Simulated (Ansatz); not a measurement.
`N[Si](O)([AlH2])[SiH3]` → `[AlH2][NH][SiH2]O[SiH3]`  (isomerisation)

Gas-phase electronic energies from Ansatz, PBE0-D4/def2-TZVP geometries. CCSD(T)/CBS adds triple-zeta CCSD(T) − MP2 to the extrapolated MP2 energy (def2 sets, frozen cores). Functionals use def2-TZVPP. B3LYP here is the variant with VWN-RPA as its local correlation; programs differ in this. Each species was taken in one conformer, which may not be the lowest.

Problem. Is it downhill or uphill in electronic energy at CCSD(T)/CBS, and by how much? (Estimate.)

Solution. Ansatz gave: Downhill: ΔE = -232.6 kJ/mol.

Problem. What do these levels give: PBE-D4, ωB97X-V, B2PLYP, B3LYP, HF/def2-TZVPP, SCS-MP2/def2-TZVPP? (Estimate.)

Solution. Ansatz gave: PBE-D4 -181.4, ωB97X-V -225.4, B2PLYP -240.6, B3LYP -230.4, HF/def2-TZVPP -274.5, SCS-MP2/def2-TZVPP -255.9 kJ/mol.

Largest T1 diagnostic among the species: 0.013.

From PBE to PBE0 (25 % exact exchange), in def2-TZVPP and without D4, ΔE moves by −16.5 kJ/mol. In def2-TZVPP, CCSD(T) changes the Hartree–Fock value by +39.9 kJ/mol (the triples alone add +5.6 kJ/mol) and MP2 by +24.4 kJ/mol.
